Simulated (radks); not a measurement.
Q: The mean radii <r> (bohr) of the occupied orbitals of an atom or ion are listed with their occupations. Method: scalar-relativistic Kohn-Sham, LDA (Slater exchange, Perdew-Wang correlation), spin-polarised, spherical densities, point nucleus; computed with a radial shooting solver on a logarithmic mesh with Libxc functionals.

| orbital | occ. | <r> |
|---|---|---|
| 1s up | 1 | 0.2547 |
| 2p up | 1 | 0.9664 |

Name the element and its charge. Open shells, if any, are filled with parallel spins first.

A: Z = 6, carbon, charge +4: C4+ in 1s1 2p1. The 1s radius gives Z: for a bare nucleus <r> = (2 gamma + 1)/(2Z) with gamma = sqrt(1 - (Z/c)^2), 0.2498 bohr for Z = 6, and screening makes it slightly larger (0.2547 here). The occupations add up to 2, and the charge is Z minus that.
